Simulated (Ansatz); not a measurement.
`[C]#[C][GeH3]`, charge 0, multiplicity 2.

(1) Give a relaxed structure at PBE0-D4/def2-TZVP (Ansatz). (Best estimate.)

Results:

(1) The calculation gave: 
Cartesian coordinates in Å:
```
C 2.455 0.240 -0.501
C 1.274 0.124 -0.260
Ge -0.584 -0.057 0.119
H -1.369 0.514 -1.066
H -0.887 0.726 1.401
H -0.889 -1.547 0.307
```
Point group C3v.
